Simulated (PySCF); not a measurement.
## Calculated data, C₂H₆AlO, CH₃ClSi₂, CH₆NOSi

Computed with PySCF 2.14.0. Calculation on a computer-drawn molecule: optimised geometry and harmonic frequencies of an isolated molecule of the commonest isotopes, restricted reference for singlets and unrestricted otherwise, frozen core in MP2.

Common to all runs: method HF; basis cc-pV(D+d)Z.

(1) C₂H₆AlO

Start structure:
```xyz
10
C2H6AlO
C     -0.5499    -1.6288     1.0172
C     -1.8110    -1.5090     0.1862
O     -1.4746    -0.6006    -0.8917
Al    -1.2475     0.4328    -2.1300
H      0.2882    -2.0971     0.4597
H     -0.7805    -2.3446     1.8235
H     -0.2763    -0.7347     1.4145
H     -2.6160    -1.1649     0.7396
H     -2.0560    -2.4120    -0.2703
H     -2.2713     0.6211    -3.2682
```

Settings of this run: charge 0 and multiplicity 2.

The calculation gives: rotational constants 23.75, 2.715, 2.639 GHz; total energy -396.0287 hartree; spin squared 0.756; convergence status largest gradient component 4.518e-05 hartree/bohr.

Drawn bonds:
```
atom  other atom  order
   1           2      1
   2           3      1
   3           4      1
   1           5      1
   1           6      1
   1           7      1
   2           8      1
   2           9      1
   4          10      1
```

Optimised structure:
```xyz
10
C2H6AlO
C     -0.5416    -1.7796     0.8993
C     -1.7782    -1.2371     0.2079
O     -1.4844    -0.0578    -0.4805
Al    -1.5210     0.6437    -2.0103
H      0.2319    -2.0282     0.1686
H     -0.7827    -2.6830     1.4658
H     -0.1345    -1.0356     1.5866
H     -2.5523    -1.0249     0.9506
H     -2.1846    -1.9907    -0.4765
H     -2.0475    -0.2447    -3.2312
```

Modes:
```
frequency (cm⁻¹)  reduced mass (dalton)
           47.73                   2.59
           123.8                  2.725
           204.8                  1.384
           295.8                  1.162
           424.6                  3.206
           654.7                  1.201
           720.2                  4.302
           866.9                  1.089
            1014                  2.208
            1185                  2.032
            1268                  2.168
            1287                   2.91
            1414                  1.097
            1499                  1.225
            1543                  1.347
            1578                  1.042
            1595                  1.059
            1628                   1.09
            1872                  1.044
            3151                  1.062
            3176                  1.039
            3197                  1.102
            3248                  1.103
            3262                  1.104
```

(2) CH₃ClSi₂

Start structure:
```xyz
7
CH3ClSi2
Si     2.1460    -0.5871    -0.6808
C      1.0679    -0.3279     0.7671
Si    -0.6819    -0.8876     0.9804
Cl    -1.7512    -0.5855     2.6353
H      1.1314    -1.3895    -1.6407
H      1.4806     0.2456     1.5090
H     -1.5508    -1.7092     0.0860
```

Here we set charge 0 and multiplicity 1.

Results for CH₃ClSi₂: rotational constants 25.91, 1.237, 1.181 GHz; total energy -1076.9499 hartree; convergence status largest gradient component 2.154e-05 hartree/bohr.

Drawn bonds:
```
atom  other atom  order
   1           2      1
   2           3      2
   3           4      1
   1           5      1
   2           6      1
   3           7      1
```

Optimised structure:
```xyz
7
CH3ClSi2
Si     1.9891    -0.6443    -0.7442
C      1.0481    -0.2960     0.8010
Si    -0.5423    -0.8807     0.9378
Cl    -1.7603    -0.6105     2.5568
H      0.8780    -1.4284    -1.4407
H      1.4994     0.2714     1.6091
H     -1.2702    -1.6527    -0.0634
```

Modes:
```
frequency (cm⁻¹)  reduced mass (dalton)
           76.09                  10.72
           163.1                  8.006
           244.2                  9.548
           399.2                  1.321
           544.5                  1.249
           567.7                  12.65
           745.3                  3.326
           846.2                  1.197
           866.3                  1.091
           968.3                  1.257
            1022                  1.636
            1208                  2.317
            2068                  1.041
            2440                  1.044
            3327                  1.088
```

(3) CH₆NOSi

Start structure:
```xyz
10
CH6NOSi
N     -0.5823     1.2430    -0.0644
Si     0.8762     0.6060     0.4236
C      1.6948    -0.5292    -0.8937
O      0.6380    -0.4640    -1.8948
H     -1.1372     1.8762     0.4925
H     -0.9275     1.0994    -0.9484
H      1.4229     0.9606     1.7471
H      2.6508    -0.2286    -1.1312
H      1.8416    -1.5349    -0.5122
H      0.9464    -1.0342    -2.6087
```

Here we set charge 1 and multiplicity 1.

Results for CH₆NOSi: rotational constants 11.15, 4.298, 3.163 GHz; total energy -459.3852 hartree; convergence status largest gradient component 2.307e-05 hartree/bohr.

Drawn bonds:
```
atom  other atom  order
   1           2      1
   2           3      1
   3           4      1
   1           5      1
   1           6      1
   2           7      1
   3           8      1
   3           9      1
   4          10      1
```

Optimised structure:
```xyz
10
CH6NOSi
N     -0.5757     1.2900    -0.0183
Si     0.8489     0.5974     0.3625
C      1.6355    -0.5355    -0.8847
O      0.7439    -0.5311    -1.9571
H     -1.0930     1.9175     0.5734
H     -1.0237     1.1131    -0.9042
H      1.4254     0.9094     1.6660
H      2.6320    -0.1531    -1.1371
H      1.7765    -1.5242    -0.4313
H      1.0539    -1.0892    -2.6595
```

Modes:
```
frequency (cm⁻¹)  reduced mass (dalton)
           110.7                  2.319
           166.7                  3.768
           301.2                   1.08
           381.7                   4.38
           451.8                  1.134
             660                  1.192
           667.7                   2.48
           715.3                  1.089
           777.5                  1.272
           856.1                  1.419
           965.9                  1.384
            1095                   4.59
            1190                  5.376
            1293                  1.104
            1308                  1.095
            1494                  1.395
            1577                  1.104
            1665                  1.141
            2457                  1.045
            3154                  1.057
            3200                  1.104
            3730                  1.052
            3835                  1.099
            4103                  1.068
```
